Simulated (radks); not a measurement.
The chromium ion Cr+ inside a hard spherical wall (all orbitals vanish at R), configuration held at [Ar] 3d5 and not refilled when levels cross. Method: non-relativistic Kohn-Sham, PBEsol, spin-unpolarised, spherical densities, point nucleus; computed with a radial shooting solver on a logarithmic mesh with Libxc functionals. Eigenvalues in eV, with the zero of energy where the potential of the charges vanishes at infinity; a dash marks a level that is unbound or too diffuse for the functional's potential to be trusted. A positive occupied level is held by the wall or, in an anion where self-interaction has pushed it up, behind a barrier. The pressure on the wall is -dE/dV.

| R (bohr) | E (hartree) | kinetic (hartree) | e(2p) | e(3s) | e(3p) | e(3d) | e(4s, empty) | e(4p, empty) | pressure (GPa) |
|---|---|---|---|---|---|---|---|---|---|
| free | -1042.72395 | 1041.734 | -565.26 | -79.221 | -51.963 | -9.900 | -9.683 | -5.814 | 0 |
| 20 | -1042.72395 | 1041.734 | -565.26 | -79.221 | -51.963 | -9.900 | -9.683 | -5.814 | < 0.0001 |
| 15 | -1042.72395 | 1041.734 | -565.26 | -79.221 | -51.963 | -9.900 | -9.683 | -5.814 | < 0.0001 |
| 12 | -1042.72395 | 1041.734 | -565.26 | -79.221 | -51.963 | -9.900 | -9.683 | -5.810 | < 0.0001 |
| 10 | -1042.72394 | 1041.734 | -565.26 | -79.219 | -51.961 | -9.898 | -9.680 | -5.783 | 0.000435 |
| 7 | -1042.72289 | 1041.743 | -565.16 | -79.123 | -51.867 | -9.812 | -9.518 | -5.274 | 0.0731 |
| 5 | -1042.70533 | 1041.846 | -564.20 | -78.268 | -51.035 | -9.016 | -7.896 | -2.424 | 2.50 |
| 4 | -1042.64395 | 1042.124 | -562.09 | -76.497 | -49.323 | -7.257 | -3.841 | 3.271 | 17.5 |
| 3 | -1042.32748 | 1043.419 | -555.57 | -71.531 | -44.481 | -1.672 | 11.422 | 22.013 | 182 |
| 2 | -1039.40821 | 1055.354 | -525.86 | -51.342 | -23.297 | 23.842 | 91.526 | 107.70 | 4980 |
| 1.5 | -1029.19434 | 1090.338 | -470.04 | -7.211 | 23.709 | 74.631 | 261.14 | 274.61 | 43200 |
